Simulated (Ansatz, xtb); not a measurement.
# Relative energy of two structures of H4Si3Te

We compare a, a singlet given by its coordinates, with b, a singlet given by its coordinates. Both are isolated molecules in the gas phase, relaxed with PBE0-D3(BJ)/def2-SVP.

a (Å):

```yaml
atoms:
  - { symbol: Si, position_ang: [-0.0773, 0.4480, 0.3158] }
  - { symbol: Si, position_ang: [0.4789, 2.1227, -1.1536] }
  - { symbol: Si, position_ang: [-1.2548, 2.0479, -2.7559] }
  - { symbol: Te, position_ang: [0.0112, -0.2822, -2.1228] }
  - { symbol: H, position_ang: [0.8684, -0.2873, 1.2090] }
  - { symbol: H, position_ang: [-1.4683, 0.4581, 0.8474] }
  - { symbol: H, position_ang: [1.9418, 2.4041, -1.3010] }
  - { symbol: H, position_ang: [-2.2213, 1.8406, -1.5838] }
```

Close contacts (Å): Si1–Si2 2.30, Si1–Te4 2.55, Si2–Si3 2.36, Si2–Te4 2.63, Si3–Te4 2.73, Si1–H5 1.49, Si1–H6 1.49, Si2–H7 1.50, Si3–H8 1.53.

b (Å):

```yaml
atoms:
  - { symbol: Si, position_ang: [1.0753, 1.4906, -0.0840] }
  - { symbol: Si, position_ang: [0.1819, -0.4967, -0.4871] }
  - { symbol: Si, position_ang: [-0.7699, 2.1643, -1.3901] }
  - { symbol: Te, position_ang: [-1.0843, -0.0968, -2.5504] }
  - { symbol: H, position_ang: [1.0201, 1.8764, 1.3693] }
  - { symbol: H, position_ang: [0.3980, -1.9272, -0.0947] }
  - { symbol: H, position_ang: [-2.0488, 2.4803, -0.6857] }
  - { symbol: H, position_ang: [-0.5380, 3.2159, -2.4283] }
```

Close contacts (Å): Si1–Si2 2.22, Si1–Si3 2.36, Si2–Te4 2.45, Si3–Te4 2.56, Si1–H5 1.50, Si2–H6 1.50, Si3–H7 1.49, Si3–H8 1.50.

Question: Which of the two would you expect CCSD(T)/def2-SVP + ΔMP2/def2-TZVPP electronic energies to favour?

Answer: Too close to call at this level: CCSD(T)/def2-SVP + ΔMP2/def2-TZVPP gives E(b) − E(a) = +0.40 kJ/mol.

How the difference moves with the method:

| level | geometry | E(b) − E(a) (kJ/mol) | departure from the last row (kJ/mol) | job, with rough time for the two |
| --- | --- | --- | --- | --- |
| GFN2-xTB | GFN2-xTB | −32.20 | −32.60 | optimisation, 0.41 s |
| HF/STO-3G | GFN2-xTB | +22.68 | +22.28 | single point, 0.64 s |
| r2SCAN-D4/def2-SVP | GFN2-xTB | −7.20 | −7.59 | single point, 2 s |
| PBE0-D3(BJ)/def2-SVP | PBE0-D3(BJ)/def2-SVP | −2.33 | −2.72 | optimisation, 30 s |
| HF/def2-SVP | PBE0-D3(BJ)/def2-SVP | −1.26 | −1.66 | part of the CCSD(T) run |
| MP2/def2-SVP | PBE0-D3(BJ)/def2-SVP | −5.50 | −5.90 | part of the CCSD(T) run |
| CCSD(T)/def2-SVP | PBE0-D3(BJ)/def2-SVP | −6.86 | −7.25 | single point |
| CCSD(T)/def2-SVP + ΔMP2/def2-TZVPP | PBE0-D3(BJ)/def2-SVP | +0.40 |  | single point, 17 s |

The largest departure from CCSD(T)/def2-SVP + ΔMP2/def2-TZVPP is that of GFN2-xTB, 32.60 kJ/mol. The last row adds to CCSD(T) the change of the MP2 difference between the two basis sets, here +7.25 kJ/mol.

With harmonic frequencies from PBE0-D3(BJ)/def2-SVP (ideal gas, rigid rotor, one conformer each, 298.15 K, 1 atm): on the last row, ΔE + ΔZPE = +0.42, ΔH = +0.63, ΔG = −0.03 kJ/mol.

The correlated steps freeze 19 core orbitals; the filled d shell of Te is correlated, in a basis made for valence electrons. Atoms past krypton carry core potentials in the def2 sets, other sets are all-electron and non-relativistic, and no spin–orbit term is included. Run with Ansatz 0.2.0, xtb 6.7.1; the last row on 2 threads of Intel(R) Xeon(R) 6975P-C (Granite Rapids) on a shared host.
